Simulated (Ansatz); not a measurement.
Ansatz (an electronic-structure program) input file for B(CCH)3 (C6H3B), SMILES C(#C)B(C#C)C#C, PBE/def2-SVPD. Geometry optimised at PBE0-D3(BJ)/def2-SVP.

Ansatz 0.2 input:
```yaml
crystal:
  periodic: [false, false, false]
  atoms:
    - {symbol: B, position_ang: [-0.00000000, -0.00000000, 0.00000000]}
    - {symbol: C, position_ang: [-1.52294466, 0.00000000, 0.00000000]}
    - {symbol: C, position_ang: [-2.74157562, 0.00000000, 0.00000000]}
    - {symbol: H, position_ang: [-3.81722821, -0.00000001, 0.00000000]}
    - {symbol: C, position_ang: [0.76147233, 1.31890876, 0.00000000]}
    - {symbol: C, position_ang: [1.37078781, 2.37427414, 0.00000000]}
    - {symbol: H, position_ang: [1.90861410, 3.30581661, 0.00000000]}
    - {symbol: C, position_ang: [0.76147233, -1.31890876, 0.00000000]}
    - {symbol: C, position_ang: [1.37078781, -2.37427413, 0.00000000]}
    - {symbol: H, position_ang: [1.90861411, -3.30581660, 0.00000000]}
basis:
  gaussian:
    orbitals: def2-SVPD
hamiltonian:
  xc: {name: PBE}
```

It prints:

```
Functional definition: PBE
integrals: 0.09 GiB planned
1365 factors; their error is unknown
mean field: 0.62 GiB planned
mean field evaluation 1: about -6916.1651 eV, gradient 6.4e1 eV
mean field evaluation 2: about -6903.7826 eV, gradient 9.0e1 eV
mean field evaluation 4: about -6927.6145 eV, gradient 9.0e0 eV
mean field evaluation 8: about -6927.7609 eV, gradient 1.1e-1 eV
mean field evaluation 16: about -6927.7609 eV, gradient 2.9e-5 eV
mean field -6927.76090617 eV, -254.5905174966 hartree, gradient 2.9e-5 eV, S^2 0.000000; 0 other end points of the search recorded, 0 dependent functions left out
reference -6927.76095827 eV, -254.5905194113 hartree; 22, 22 occupied and 142, 142 virtual orbitals, 1365 factors
Total energy: -6927.76095827 eV, -254.5905194113 hartree
```

The run converged.
